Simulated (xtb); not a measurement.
A run for xtb: GFN2-xTB on FHSTe (SMILES F[Te]S), a point of a torsion scan.

```
$ xtb mol.xyz --gfn 2 --opt vtight --chrg 0 --uhf 0 --input xcontrol
4

F      2.11068161    -0.71006081     0.13862796
Te     1.00628843     0.90773292    -0.24812083
S     -1.32846399     0.50345412     0.33238327
H     -2.12046746     1.63177704     0.06667798
$constrain
  force constant=1.0
  dihedral: 1,2,3,4,180.0
$end
```

It printed:

```
[...]
           -------------------------------------------------
          |                Calculation Setup                |
           -------------------------------------------------



           -------------------------------------------------
          |                 G F N 2 - x T B                 |
           -------------------------------------------------

        Reference                      10.1021/acs.jctc.8b01176
      * Hamiltonian:
        H0-scaling (s, p, d)           1.850000    2.230000    2.230000
        zeta-weighting                 0.500000
      * Dispersion:
        s8                             2.700000
        a1                             0.520000
        a2                             5.000000
        s9                             5.000000
      * Repulsion:
        kExp                           1.500000    1.000000
        rExp                           1.000000
      * Coulomb:
        alpha                          2.000000
        third order                    shell-resolved
        anisotropic                    true
        a3                             3.000000
        a5                             4.000000
        cn-shift                       1.200000
        cn-exp                         4.000000
        max-rad                        5.000000


          ...................................................
          :                      SETUP                      :
          :.................................................:
          :  # basis functions                  25          :
          :  # atomic orbitals                  23          :
          :  # shells                            9          :
          :  # electrons                        20          :
          :  max. iterations                   250          :
          :  Hamiltonian                  GFN2-xTB          :
          :  restarted?                      false          :
          :  GBSA solvation                  false          :
          :  PC potential                    false          :
          :  electronic temp.          300.0000000     K    :
          :  accuracy                    1.0000000          :
          :  -> integral cutoff          0.2500000E+02      :
          :  -> integral neglect         0.1000000E-07      :
          :  -> SCF convergence          0.1000000E-05 Eh   :
          :  -> wf. convergence          0.1000000E-03 e    :
          :  Broyden damping             0.4000000          :
          :  net charge                          0          :
          :  unpaired electrons                  0          :
          ...................................................

 iter      E             dE          RMSdq      gap      omega  full diag
   1    -11.5379426 -0.115379E+02  0.105E+01    2.03       0.0  T
   2    -11.4680718  0.698707E-01  0.174E+01    1.86       1.0  T
   3    -11.5219232 -0.538513E-01  0.145E+01    1.94       1.0  T
   4    -11.5425676 -0.206444E-01  0.610E+00    1.66       1.0  T
   5    -11.5894691 -0.469016E-01  0.315E+00    1.99       1.0  T
   6    -11.5972171 -0.774793E-02  0.112E+00    1.97       1.0  T
   7    -11.5984508 -0.123374E-02  0.406E-02    1.95       1.2  T
   8    -11.5984496  0.122924E-05  0.379E-02    1.95       1.3  T
   9    -11.5984518 -0.220831E-05  0.711E-03    1.95       7.0  T
  10    -11.5984518 -0.284458E-07  0.451E-03    1.95      11.1  T
  11    -11.5984518 -0.760267E-08  0.100E-03    1.95      49.8  T
  12    -11.5984518  0.165120E-08  0.112E-03    1.95      44.6  T
  13    -11.5984518 -0.226967E-08  0.282E-04    1.95     177.1  T
  14    -11.5984518 -0.125782E-09  0.550E-05    1.95     908.9  T

   *** convergence criteria satisfied after 14 iterations ***

         #    Occupation            Energy/Eh            Energy/eV
      -------------------------------------------------------------
         1        2.0000           -0.8900261             -24.2188
       ...           ...                  ...                  ...
         4        2.0000           -0.5334255             -14.5152
         5        2.0000           -0.5244821             -14.2719
         6        2.0000           -0.5147153             -14.0061
         7        2.0000           -0.5086231             -13.8403
         8        2.0000           -0.4636680             -12.6170
         9        2.0000           -0.4380471             -11.9199
        10        2.0000           -0.3879897             -10.5577 (HOMO)
        11                         -0.3163538              -8.6084 (LUMO)
        12                         -0.2754571              -7.4956
        13                         -0.1960081              -5.3337
        14                         -0.0417088              -1.1350
        15                         -0.0374823              -1.0199
       ...                                ...                  ...
        23                          0.5921300              16.1127
      -------------------
[...]
   -0.5224101             -14.2155
         6        2.0000           -0.5127176             -13.9518
         7        2.0000           -0.5100185             -13.8783
         8        2.0000           -0.4747289             -12.9180
         9        2.0000           -0.4377383             -11.9115
        10        2.0000           -0.3867198             -10.5232 (HOMO)
        11                         -0.2978046              -8.1037 (LUMO)
        12                         -0.2686539              -7.3104
        13                         -0.1753034              -4.7702
        14                         -0.0374348              -1.0187
        15                         -0.0350526              -0.9538
       ...                                ...                  ...
        23                          0.6520385              17.7429
      -------------------------------------------------------------
                  HL-Gap            0.0889152 Eh            2.4195 eV
             Fermi-level           -0.3422622 Eh           -9.3134 eV

 SCC (total)                   0 d,  0 h,  0 min,  0.003 sec
 SCC setup                      ...        0 min,  0.000 sec (  8.166%)
 Dispersion                     ...        0 min,  0.000 sec (  0.581%)
 classical contributions        ...        0 min,  0.000 sec (  0.278%)
 integral evaluation            ...        0 min,  0.001 sec ( 33.958%)
 iterations                     ...        0 min,  0.001 sec ( 30.233%)
 molecular gradient             ...        0 min,  0.001 sec ( 24.243%)
 printout                       ...        0 min,  0.000 sec (  1.855%)

         :::::::::::::::::::::::::::::::::::::::::::::::::::::
         ::                     SUMMARY                     ::
         :::::::::::::::::::::::::::::::::::::::::::::::::::::
         :: total energy             -11.604392752253 Eh    ::
         :: gradient norm              0.000007203222 Eh/a0 ::
         :: HOMO-LUMO gap              2.419505816461 eV    ::
         ::.................................................::
         :: SCC energy               -11.619000129045 Eh    ::
         :: -> isotropic ES            0.018730045160 Eh    ::
         :: -> anisotropic ES          0.000405670618 Eh    ::
         :: -> anisotropic XC          0.000101090893 Eh    ::
         :: -> dispersion             -0.002318434885 Eh    ::
         :: repulsion energy           0.014607376792 Eh    ::
         :: add. restraining           0.000000000000 Eh    ::
         :: total charge              -0.000000000000 e     ::
         :::::::::::::::::::::::::::::::::::::::::::::::::::::

           -------------------------------------------------
          |                Property Printout                |
           -------------------------------------------------

    * Orbital Energies and Occupations

         #    Occupation            Energy/Eh            Energy/eV
      -------------------------------------------------------------
         1        2.0000           -0.8891601             -24.1953
         2        2.0000           -0.7950598             -21.6347
         3        2.0000           -0.7388126             -20.1041
         4        2.0000           -0.5327192             -14.4960
         5        2.0000           -0.5224101             -14.2155
         6        2.0000           -0.5127176             -13.9518
         7        2.0000           -0.5100185             -13.8783
         8        2.0000           -0.4747289             -12.9180
         9        2.0000           -0.4377383             -11.9115
        10        2.0000           -0.3867198             -10.5232 (HOMO)
        11                         -0.2978046              -8.1037 (LUMO)
        12                         -0.2686539              -7.3104
        13                         -0.1753034              -4.7702
        14                         -0.0374348              -1.0187
        15                         -0.0350526              -0.9538
        16                         -0.0308090              -0.8384
        17                         -0.0227686              -0.6196
        18                          0.0005514               0.0150
        19                          0.0064285               0.1749
        20                          0.0593431               1.6148
        21                          0.1755493               4.7769
       ...                                ...                  ...
        23                          0.6520385              17.7429
      -------------------------------------------------------------
                  HL-Gap            0.0889152 Eh            2.4195 eV
             Fermi-level           -0.3422622 Eh           -9.3134 eV

     #   Z          covCN         q      C6AA      α(0)
     1   9 F        0.719    -0.216    11.409     3.989
     2  52 Te       1.615     0.218   405.103    37.231
     3  16 S        1.819    -0.176   148.502    20.511
     4   1 H        0.923     0.174     1.242     1.743

 Mol. C6AA /au·bohr⁶  :       1336.837494
 Mol. C8AA /au·bohr⁸  :      92871.133279
 Mol. α(0) /au        :         63.473857


Wiberg/Mayer (AO) data.
largest (>0.10) Wiberg bond orders for each atom

 ---------------------------------------------------------------------------
     #   Z sym  total        # sym  WBO       # sym  WBO       # sym  WBO
Note: The following floating-point exceptions are signalling: IEEE_DENORMAL
normal termination of xtb
 ---------------------------------------------------------------------------
     1   9 F    1.230 --     2 Te   1.195
     2  52 Te   2.406 --     1 F    1.195     3 S    1.187
     3  16 S    2.155 --     2 Te   1.187     4 H    0.939
     4   1 H    0.970 --     3 S    0.939
 ---------------------------------------------------------------------------

Topologies differ in total number of bonds
Writing topology from bond orders to xtbtopo.mol

molecular dipole:
                 x           y           z       tot (Debye)
 q only:       -0.497       1.096      -0.308
   full:       -0.277       1.563      -0.520       4.245
molecular quadrupole (traceless):
                xx          xy          yy          xz          yz          zz
 q only:       -1.655       0.402       2.337      -0.336      -0.317      -0.681
  q+dip:       -4.430       1.175       4.559       0.191      -0.665      -0.129
   full:       -2.756       0.460       5.236      -0.393      -1.835      -2.480

           -------------------------------------------------
          |                Geometry Summary                 |
           -------------------------------------------------

      molecular mass/u    :      179.6742578
   center of mass at/Å    :        0.6235717       0.7786049      -0.1299841
  moments of inertia/u·Å² :        0.6356461E+02   0.1630138E+03   0.2265785E+03
rotational constants/cm⁻¹ :        0.2652047E+00   0.1034123E+00   0.7440086E-01

 * 2 selected distances

     #   Z          #   Z                                           value/Å
     2  52 Te       3  16 S                                       2.4068520 (max)
     3  16 S        4   1 H                                       1.3275691 (min)

 * 2 distinct bonds (by element types)

   Z      Z             #   av. dist./Å        max./Å        min./Å
   1 H   16 S           1     1.3275691     1.3275691     1.3275691
  16 S   52 Te          1     2.4068520     2.4068520     2.4068520


optimized geometry written to: xtbopt.xyz


           -------------------------------------------------
          | TOTAL ENERGY              -11.604392752253 Eh   |
          | GRADIENT NORM               0.000007203222 Eh/α |
          | HOMO-LUMO GAP               2.419505816461 eV   |
           -------------------------------------------------

------------------------------------------------------------------------
------------------------------------------------------------------------
 total:
 SCF:
 ANC optimizer:
```

The run finished.

Warnings raised: the energy holds the restraint's term.

Cost: about 0.08 core-seconds (a rough figure).
